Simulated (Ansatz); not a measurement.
Consider the formal exchange of groups at the Si–C bond: `F[CH]([SiH3])[ZnH]` + `NBCF` → `NB([SiH3])CF` + `F[CH2][ZnH]`.

Isolated molecules relaxed with PBE0-D4/def2-TZVP in Ansatz; ΔE leaves out vibrations. CCSD(T)/CBS is the MP2 limit (def2-TZVPP, def2-QZVPP) plus CCSD(T) − MP2 in def2-TZVPP, frozen cores. Functionals use def2-TZVPP. B3LYP here is the variant with VWN-RPA as its local correlation; programs differ in this. For Zn outer-core shells are correlated without core-valence functions, which leaves a few kJ/mol of doubt a bond. Scalar relativity is left out up to krypton. One conformer a species, not always the lowest.

```csv
level,ΔE (kcal/mol),difference from CCSD(T)/CBS
PBE-D4,0.6,-1.7
PBE0-D4,0.9,-1.4
B3LYP-D4,2.2,-0.1
ωB97X-V,2.0,-0.3
B3LYP,2.2,-0.1
HF/def2-TZVPP,3.5,1.2
MP2/def2-TZVPP,2.9,0.6
HF/def2-QZVPP,3.6,1.3
HF/CBS(def2),3.6,1.3
MP2/CBS(def2),3.2,0.9
CCSD(T)/CBS,2.3,0
```

Largest T1 diagnostic among the species: 0.015.
